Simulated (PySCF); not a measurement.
Mapped SMILES: `[CH:1]#[C:2][BH:3][PH:4][SiH3:5]`. Each H is labelled by its parent atom.

Geometry: PBE0-D3(BJ)/def2-SVP; GIAO absolute shieldings from PySCF 2.14, gas phase, non-relativistic, averaged over equivalent atoms.

At PBE0/6-31G* (90 basis functions, 11 s wall time on 1 thread of an Intel Xeon Platinum 8259CL, shared host):
| atoms | σ (ppm) |
| --- | --- |
| C1 | 66.2 |
| C2 | 110.6 |
| B3 | 44.6 |
| P4 | 513.9 |
| Si5 | 464.1 |
| H(B3) | 24.48 |
| H(C1) | 26.72 |
| H(Si5) | 27.51 |
| H(P4) | 28.74 |

Predict the values at B97-D/pcSseg-2 on the same geometry.

Results:


```tsv
atoms	σ at B97-D/pcSseg-2	change
C1	46.6	-19.6
C2	80.7	-29.9
B3	29.9	-14.7
P4	437.5	-76.4
Si5	415.0	-49.1
H(B3)	24.22	-0.26
H(C1)	26.10	-0.62
H(Si5)	27.10	-0.41
H(P4)	28.04	-0.70
```

The largest change is at P4 (phosphorus bonded to B, Si, H). Cost: 278 basis functions, 71 s wall time on 1 thread of an Intel Xeon Platinum 8259CL, shared host.

A carbon bonded to boron is broadened by the quadrupolar boron nucleus and is often missing from a measured spectrum.
